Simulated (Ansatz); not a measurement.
Mulliken charges of BrGaHO, SMILES `[OH][Ga][Br]` radical from r2SCAN/def2-TZVPP in Ansatz (PBE0-D4/def2-TZVP geometry).

```csv
atom,x (Å),y (Å),z (Å),charge (e)
O1,-0.945,0.046,-0.528,-0.379
Ga2,0.608,0.442,0.280,0.436
Br3,1.823,-1.359,1.076,-0.256
H4,-1.430,0.811,-0.848,0.199
```

**Question.** By hand: the dipole of these point charges (1 e Å = 4.8032 D).

**Answer.** Σ q r = (-0.128, 0.685, -0.122) e Å, of length 0.707 e Å = 3.40 D.

**Question.** How does the dipole of the full density compare? (An estimate is asked.)

**Answer.** The calculation gave: (-0.147, 0.556, -0.122) e Å, 2.82 D; the point charges give 1.21 times that, at 5° from its direction.

Point charges leave out the atoms' own dipoles, such as those of lone pairs, and Mulliken's split depends on the basis, so the two needn't agree.
